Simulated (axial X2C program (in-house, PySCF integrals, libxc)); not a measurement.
## Curves of CrH from open-shell CI on d5 s0 p(π)0

Computed with an axial X2C code built on PySCF integrals: two-component X2C with atomic mean-field Coulomb and Gaunt terms, basis Cr dyall-v3z, H dyall-v3z (cores contracted in-house). Orbitals come from Hartree–Fock averaged over the configuration Cr d5 s0 p(π)0; CI then distributes these electrons over the d, s, p(π) shells of Cr.

Scan along the bond; masses Cr 51.941 u, H 1.008 u. Energies in cm⁻¹ from the lowest point; levels are followed by energy order within each Ω. Lowest level at 1.724 Å: 100% d5.

| R (Å) | (1)Ω=1/2 | (1)Ω=3/2 | (1)Ω=5/2 | (2)Ω=1/2 | (2)Ω=3/2 | (3)Ω=1/2 | (4)Ω=1/2 | (3)Ω=3/2 | (2)Ω=5/2 |
| --- | --- | --- | --- | --- | --- | --- | --- | --- | --- |
| 1.603 | 706 | 707 | 708 | 22134 | 22140 | 24417 | 24419 | 24455 | 24500 |
| 1.664 | 189 | 190 | 192 | 21926 | 21933 | 23958 | 23970 | 23999 | 24034 |
| 1.724 | 0 | 1 | 3 | 22052 | 22059 | 23781 | 23796 | 23820 | 23849 |
| 1.793 | 69 | 70 | 72 | 22431 | 22437 | 23884 | 23898 | 23919 | 23943 |
| 1.862 | 403 | 404 | 406 | 23083 | 23090 | 24246 | 24259 | 24276 | 24296 |
| 1.940 | 980 | 980 | 982 | 23946 | 23952 | 24867 | 24877 | 24891 | 24908 |
| 2.034 | 1896 | 1896 | 1897 | 25162 | 25168 | 25851 | 25860 | 25871 | 25883 |

Problem. Fit the curves (1)Ω=1/2, (1)Ω=3/2, (1)Ω=5/2 near their minima.

Solution. From the open-shell CI curves, Te from the lowest:

```csv
level,Te (cm⁻¹),Re (Å),ωe (cm⁻¹)
(1)Ω=1/2,0,1.739,1483.3
(1)Ω=3/2,1,1.739,1483.2
(1)Ω=5/2,3,1.739,1482.9
```

Without dynamic correlation distances can be off by several hundredths of an Å (long for ionic bonds, short for multiple bonds) and the wavenumbers are rough.

The 9 lowest curves are shown; the next is (4)Ω=3/2, from 24054 cm⁻¹.

Dynamic correlation is missing, so gaps between terms are too wide and other configurations may lie lower; the lowest level listed is that of this model, not necessarily the ground state. For d shells the ligand-field splittings (σ, π, δ) and their order can be off by a thousand cm⁻¹ or more. At most 4 roots were kept for each Ω > 0 (twice that for Ω = 0) within 3.2 eV of the lowest, so higher up levels can be missing between those listed; levels with Ω > 0 are doubly degenerate and listed once, Ω = 0 levels singly. Some active spinors are only partly of the character that their shell is named for, so the shell names and counts are nominal. States that fill the shells left empty in the average are placed too high.
